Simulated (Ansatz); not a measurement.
A run for Ansatz (a quantum-chemistry and plane-wave program): R-wB97X-V/def2-TZVPPD on ClH3Si (SMILES [SiH3]Cl) with ghost functions, monomers drawn apart or pushed together. Files ending in .json are basis or fitting sets from the Basis Set Exchange.

Ansatz 0.2 input:
```yaml
crystal:
  periodic: [false, false, false]
  atoms:
    - {symbol: Si, position_ang: [-0.88718990, -0.71208246, 3.81332196]}
    - {symbol: Cl, position_ang: [0.94033131, 0.07235493, 3.23801426]}
    - {symbol: H, position_ang: [-1.58893414, 0.30533617, 4.62015091]}
    - {symbol: H, position_ang: [-0.63283055, -1.92199965, 4.61956710]}
    - {symbol: H, position_ang: [-1.65576845, -1.04182702, 2.59980578]}
basis:
  gaussian:
    orbitals: def2-TZVPPD.json
    ghost_atoms:
      - {symbol: P, position_ang: [0.11014149, -0.29786893, 0.05658711]}
      - {symbol: H, position_ang: [1.35459819, -0.92604765, 0.31148296]}
      - {symbol: H, position_ang: [0.32097764, -0.24325078, -1.34628937]}
      - {symbol: H, position_ang: [0.62145483, 1.00530653, 0.27668708]}
hamiltonian:
  xc: {name: wB97X-V}
scf: {lower_state_search: off}
```

It printed:

```
WARN ansatz: RAYON_NUM_THREADS=1 ignored (pool sized by the plan → 1); use --threads N
Functional definition: wB97X-V
these checks for a lower state are left out or cut short: stability, starts, cluster_reference, orbital_swaps, neighbouring_geometries, increment
integrals: 0.27 GiB planned
1286 factors; their error is unknown
integrals: 0.30 GiB planned
341 factors; integrals over basis functions are off by at most 4.0e-5 eV
mean field: 1.72 GiB planned
mean field evaluation 1: about -20447.4224 eV, gradient 1.1e1 eV
mean field evaluation 2: about -20447.7023 eV, gradient 7.0e0 eV
mean field evaluation 4: about -20447.7969 eV, gradient 2.3e-1 eV
mean field evaluation 8: about -20447.8304 eV, gradient 3.1e-2 eV
mean field -20447.83042559 eV, -751.4439081030 hartree, gradient 6.2e-6 eV, S^2 0.000000; 0 other end points of the search recorded, 0 dependent functions left out
reference -20447.83042300 eV, -751.4439080080 hartree; 17, 17 occupied and 232, 232 virtual orbitals, 1286 factors
Total energy: -20447.83042300 eV, -751.4439080080 hartree
Checks for a lower state left out: stability, starts, cluster_reference, orbital_swaps, neighbouring_geometries, increment
```

The run converged.

Cost: roughly 6 core-seconds.
